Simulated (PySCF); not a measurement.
BrFH4N2Si.

```xyz
9

N     -1.6691    -1.2192     0.7543
Si    -0.1299    -0.5025     0.6432
N      1.0678    -1.6991     0.5279
F     -0.0356     0.4747     1.9378
Br     0.2203     0.8511    -1.0825
H     -1.9663    -1.9052     0.0696
H     -2.4496    -0.6967     1.1368
H      1.0896    -2.4826     1.1714
H      1.9631    -1.5155     0.0911
```
Charge 0, spin multiplicity 1.

Coordinates come from a ωB97X-D3(BJ)/def2-SVP optimisation. This is a generated structure with no PubChem entry under its InChIKey; it may be hypothetical. The values are those of a single conformer.

The numbers are results of PBE/pcSseg-1 run with PySCF, not measurements. Non-relativistic, no solvent.

Computed absolute GIAO shielding of each atom: isotropic value and principal components (ppm):
```tsv
atom	σ(iso)	σ11	σ22	σ33	span
N1	224.7	197.1	220.1	256.9	59.8
Si2	359.6	336.5	348.1	394.3	57.8
N3	219.2	183.1	209.0	265.5	82.4
F4	270.0	225.0	236.9	348.2	123.3
Br5	2505.1	2268.0	2309.7	2937.8	669.8
H6	30.3	23.8	26.6	40.4	16.7
H7	30.1	23.6	26.1	40.7	17.1
H8	30.0	23.1	25.2	41.9	18.8
H9	30.0	22.8	27.9	39.4	16.6
```
